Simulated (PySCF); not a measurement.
The numbers are results of PBE-D3(BJ)/def2-TZVP // PBE0-D3(BJ)/def2-TZVP (PySCF 2.14.0), not measurements. All species are isolated molecules in the gas phase. One relaxed conformer stands for a flexible species; it need not be the lowest. Excitations are Tamm–Dancoff values on a coarser integration grid. The basis has no diffuse functions, so Rydberg states are missing or too high.

Reference species (SMILES): `C(C(=C)O)[SiH3]` (C–C–O–H torsion 0°, O–C–C–Si torsion -69°) (neutral, multiplicity 1).

- S1–T1 gap (TDA) = 0.98 eV
- HOMO = -5.41 eV
- HOMO–LUMO gap = 5.04 eV

Changed species: `OCC(=C)[SiH3]` (Si–C–C–O torsion -45°, C–C–O–H torsion -59°).

Question: Predict the effect on the S1–T1 gap (TDA), HOMO and HOMO–LUMO gap.

Answer: the S1–T1 gap (TDA) decreases by 0.13 eV, to 0.85 eV; the HOMO falls by 1.00 eV, to -6.41 eV; the HOMO–LUMO gap falls by 0.19 eV, to 4.85 eV.
